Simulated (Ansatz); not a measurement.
Two structures of BNH$_{3}$ClF$_{2}$, singlet, reached by relaxing down either side of one saddle point (PBE0-D4/def2-TZVP). Energies are electronic, without zero-point energy. Ansatz 0.2.0; basis: def2-TZVPP and def2-QZVPP; cores frozen in the correlated methods. Extrapolation: Hartree–Fock as exp(−7.88 √X), correlation as X^−2.97. First:

```
8
angstrom
B -0.1790 0.4714 -0.6359
Cl 1.2704 0.1045 -1.7217
F -1.3626 0.0260 -1.1436
F -0.2064 1.7573 -0.1854
H 0.1242 -1.4267 0.4555
N 0.0772 -0.4446 0.7103
H -0.6798 -0.3075 1.3758
H 0.9562 -0.1805 1.1451
```

Second:

```
8
angstrom
B -0.7432 0.9080 -0.0067
Cl 1.9072 -1.6010 -1.4923
F -1.8604 0.7249 -0.6916
F -0.1799 2.1052 -0.0247
H 1.0873 -0.9881 -0.6946
N -0.1459 -0.1573 0.6930
H -0.6564 -1.0083 0.8608
H 0.5913 0.0165 1.3560
```

Task: Which bonds change from the first to the second?

Result: BClF₂ ([F][B]([F])[Cl]) + NH₃ → BNH₂F₂ ([NH2][B]([F])[F]) + HCl; bonds formed: Cl2–H5; dative contacts that become bonds: B1–N6; bonds broken: B1–Cl2, H5–N6.

Task: Give the saddle point's structure and its height above each. (To be estimated.)

Result: The calculation gives: 123.0 kJ/mol above the first and 70.6 kJ/mol above the second (CCSD(T) at an estimated basis limit (MP2 extrapolated from triple and quadruple zeta, plus CCSD(T) − MP2 in triple zeta)).
B1  (-0.412, 0.649, -0.306)
Cl2  (1.257, -0.740, -1.635)
F3  (-1.540, 0.444, -0.946)
F4  (0.153, 1.834, -0.274)
H5  (0.749, -0.850, -0.128)
N6  (-0.001, -0.355, 0.735)
H7  (-0.723, -1.000, 1.031)
H8  (0.516, 0.018, 1.523)
(Å)

The T1 diagnostic stays at or below 0.012.

The step is the kind of exchange with an N–H group that builds nitride films in atomic layer and chemical vapour deposition.

Labels in which every atom is bracketed show which atoms are joined, not bond orders.

For scale, one of the runs: CCSD(T)/def2-TZVPP, 208 basis functions, launched by `ansatz run in.yaml --threads 4 --pin off --events-out ev --progress --plain --max-ram 9574MiB`. Hardware: 4 CPU threads of an Arm Neoverse V2, shared host. Wall time 67 s; peak host memory 3 GiB.
